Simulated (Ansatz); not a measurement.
`BCC(B)C` and `BCC(C)C` differ in one atom or group.

Ansatz, PBE0-D4/def2-TZVP geometries, multiplicity 1. Each molecule was computed in one conformer, which needn't be the lowest.

| property | `BCC(B)C` |
| --- | --- |
| HOMO–LUMO gap (B3LYP/def2-TZVPP) / eV | 7.41 |
| HOMO energy (PBE0/def2-TZVPP) / eV | -8.15 |
| HOMO energy (PBE/def2-TZVPP) / eV | -7.00 |
| size of the dipole moment (PBE/def2-TZVPP) / D | 1.18 |
| HOMO–LUMO gap (PBE0/def2-TZVPP) / eV | 7.83 |
| LUMO energy (ωB97M-V/def2-TZVPP) / eV | 1.42 |

Q: Give the same properties after the change, and the shifts. (Best estimate.)

A: Ansatz gave: 
| property | `BCC(C)C` | shift |
| --- | --- | --- |
| HOMO–LUMO gap (B3LYP/def2-TZVPP) / eV | 7.02 | -0.39 |
| HOMO energy (PBE0/def2-TZVPP) / eV | -8.66 | -0.51 |
| HOMO energy (PBE/def2-TZVPP) / eV | -7.31 | -0.31 |
| size of the dipole moment (PBE/def2-TZVPP) / D | 0.74 | -0.44 |
| HOMO–LUMO gap (PBE0/def2-TZVPP) / eV | 7.45 | -0.38 |
| LUMO energy (ωB97M-V/def2-TZVPP) / eV | 0.70 | -0.72 |

With PBE0 the HOMO falls by 0.51 eV and the LUMO falls by 0.89 eV, so the gap narrows by about 0.38 eV. PBE moves the HOMO by -0.31 eV and ωB97M-V by -0.59 eV. Dipoles are sizes alone; their direction can turn.

B3LYP here is the variant with VWN-RPA as its local correlation; programs differ in this.
